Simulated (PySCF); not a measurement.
C2H (SMILES [C]#C), doublet (typed; the unrestricted solution is spin-contaminated), at a GFN2-xTB geometry; CCSD(T)/6-31G** run with PySCF.

Here is a job for PySCF.
```python
from pyscf import gto, scf, cc

mol = gto.Mole()
mol.atom = '''
    C    -0.000000   -0.000000   -0.468661
    C     0.000000    0.000000    0.723271
    H    -0.000000   -0.000000   -1.527659
'''
mol.basis = '6-31g**'
mol.charge = 0
mol.spin = 1
mol.verbose = 4
mol.build()

mf = scf.UHF(mol)
mf.kernel()

mycc = cc.CCSD(mf, frozen=2)
mycc.kernel()
et = mycc.ccsd_t()
print('E(CCSD(T)) = %.10f' % (mycc.e_tot + et))
```

It wrote (shortened):

```
PySCF version 2.14.0

[INPUT] verbose = 4
[INPUT] num. atoms = 3
[INPUT] num. electrons = 13
[INPUT] charge = 0
[INPUT] spin (= nelec alpha-beta = 2S) = 1
[INPUT] symmetry False subgroup None
[INPUT] Mole.unit = angstrom
[INPUT] Symbol           X                Y                Z      unit          X                Y                Z       unit  Magmom
[INPUT]  1 C      0.000000000000   0.000000000000  -0.468661000000 AA    0.000000000000   0.000000000000  -0.885640935265 Bohr   0.0
[INPUT]  2 C      0.000000000000   0.000000000000   0.723271000000 AA    0.000000000000   0.000000000000   1.366784103840 Bohr   0.0
[INPUT]  3 H      0.000000000000   0.000000000000  -1.527659000000 AA    0.000000000000   0.000000000000  -2.886857121727 Bohr   0.0

nuclear repulsion = 20.3915068719318
number of shells = 15
number of NR pGTOs = 61
number of NR cGTOs = 33
basis = 6-31g**
ecp = {}

******** <class 'pyscf.scf.uhf.UHF'> ********
method = UHF
initial guess = minao
damping factor = 0
level_shift factor = 0
DIIS = <class 'pyscf.scf.diis.CDIIS'>
diis_start_cycle = 1
diis_space = 8
diis_damp = 0
SCF conv_tol = 1e-09
SCF conv_tol_grad = None
SCF max_cycles = 50
direct_scf = True
direct_scf_tol = 1e-13
number electrons alpha = 7  beta = 6
Set gradient conv threshold to 3.16228e-05
init E= -76.3103428614869

cycle= 1 E= -76.0920106072315  delta_E= 0.218  |g|= 0.195  |ddm|= 1.23
cycle= 2 E= -76.130259462519  delta_E= -0.0382  |g|= 0.0769  |ddm|= 0.323
cycle= 3 E= -76.1383960814273  delta_E= -0.00814  |g|= 0.0444  |ddm|= 0.137
cycle= 4 E= -76.1412728289023  delta_E= -0.00288  |g|= 0.0292  |ddm|= 0.0615
cycle= 5 E= -76.1432892535534  delta_E= -0.00202  |g|= 0.0231  |ddm|= 0.0469
cycle= 6 E= -76.1459566273222  delta_E= -0.00267  |g|= 0.0195  |ddm|= 0.0765
cycle= 7 E= -76.1490897018572  delta_E= -0.00313  |g|= 0.0138  |ddm|= 0.114
cycle= 8 E= -76.1509773926048  delta_E= -0.00189  |g|= 0.00492  |ddm|= 0.202
cycle= 9 E= -76.1509967479563  delta_E= -1.94e-05  |g|= 0.00353  |ddm|= 0.0708
cycle= 10 E= -76.1510935193983  delta_E= -9.68e-05  |g|= 0.000628  |ddm|= 0.0313
cycle= 11 E= -76.1510950182195  delta_E= -1.5e-06  |g|= 0.000159  |ddm|= 0.00345
cycle= 12 E= -76.1510950733082  delta_E= -5.51e-08  |g|= 3.72e-05  |ddm|= 0.000514
cycle= 13 E= -76.1510950787373  delta_E= -5.43e-09  |g|= 1.02e-05  |ddm|= 0.000246
cycle= 14 E= -76.1510950787937  delta_E= -5.65e-11  |g|= 2.71e-06  |ddm|= 8.9e-06
Extra cycle  E= -76.1510950788052  delta_E= -1.15e-11  |g|= 1.71e-06  |ddm|= 4.04e-06
converged SCF energy = -76.1510950788052  <S^2> = 1.104549  2S+1 = 2.3277018

******** <class 'pyscf.cc.uccsd.UCCSD'> ********
CC2 = 0
CCSD nocc = (np.int64(5), np.int64(4)), nmo = (31, 31)
frozen orbitals 2
max_cycle = 50
direct = 0
conv_tol = 1e-07
conv_tol_normt = 1e-06
diis_space = 6
diis_start_cycle = 0
diis_start_energy_diff = 1e+09
Init t2, MP2 energy = -0.197330584709967
Init E_corr(UCCSD) = -0.197330584713164
cycle = 1  E_corr(UCCSD) = -0.209246598825217  dE = -0.0119160141  norm(t1,t2) = 0.0886535
cycle = 2  E_corr(UCCSD) = -0.218132194398277  dE = -0.00888559557  norm(t1,t2) = 0.0507515
cycle = 3  E_corr(UCCSD) = -0.229781928652316  dE = -0.0116497343  norm(t1,t2) = 0.0390168
cycle = 4  E_corr(UCCSD) = -0.232495238316155  dE = -0.00271330966  norm(t1,t2) = 0.0125143
cycle = 5  E_corr(UCCSD) = -0.232190316919789  dE = 0.000304921396  norm(t1,t2) = 0.00586239
cycle = 6  E_corr(UCCSD) = -0.232554112860344  dE = -0.000363795941  norm(t1,t2) = 0.00273861
cycle = 7  E_corr(UCCSD) = -0.232557483086407  dE = -3.37022606e-06  norm(t1,t2) = 0.00127919
cycle = 8  E_corr(UCCSD) = -0.232580122893241  dE = -2.26398068e-05  norm(t1,t2) = 0.000539889
cycle = 9  E_corr(UCCSD) = -0.232600263333332  dE = -2.01404401e-05  norm(t1,t2) = 0.000212881
cycle = 10  E_corr(UCCSD) = -0.232602265084707  dE = -2.00175138e-06  norm(t1,t2) = 5.71647e-05
cycle = 11  E_corr(UCCSD) = -0.232601004914446  dE = 1.26017026e-06  norm(t1,t2) = 2.69357e-05
cycle = 12  E_corr(UCCSD) = -0.232598863065088  dE = 2.14184936e-06  norm(t1,t2) = 1.12647e-05
cycle = 13  E_corr(UCCSD) = -0.232597872599106  dE = 9.90465982e-07  norm(t1,t2) = 5.95015e-06
cycle = 14  E_corr(UCCSD) = -0.232597521761227  dE = 3.50837879e-07  norm(t1,t2) = 2.74465e-06
cycle = 15  E_corr(UCCSD) = -0.232597436228925  dE = 8.55323016e-08  norm(t1,t2) = 1.60898e-06
cycle = 16  E_corr(UCCSD) = -0.232597426552316  dE = 9.67660915e-09  norm(t1,t2) = 1.01345e-06
cycle = 17  E_corr(UCCSD) = -0.232597386882336  dE = 3.96699799e-08  norm(t1,t2) = 5.43617e-07
UCCSD converged
E(UCCSD) = -76.38369246568752  E_corr = -0.2325973868823359
UCCSD(T) correction = -0.00977483401112854
E(CCSD(T)) = -76.3934672997
```
